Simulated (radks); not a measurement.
The numbers below are computed, except where a source is named.
Problem. Code: a radial shooting solver on a logarithmic mesh with Libxc functionals. Model: Dirac Kohn-Sham, PBE, spin-unpolarised, spherical densities, point nucleus; open shells fill j = l - 1/2 first. Each species is in its NIST ground configuration. Rank Tm+, La+, Ho+, Sm+, Tb+, Er+, Dy+, Yb+, Nd+, Eu+, Ce+, Gd+, Lu+, Pm+, Pr+ by mean radius of the outermost orbital (bohr), largest first.

Solution. Pr+ 4.08, Nd+ 4.02, Pm+ 3.97, Sm+ 3.91, Eu+ 3.86, Tb+ 3.77, Dy+ 3.72, Gd+ 3.67, Ho+ 3.67, Er+ 3.63, Tm+ 3.59, Yb+ 3.54, Lu+ 3.27, La+ 2.87, Ce+ 2.82.
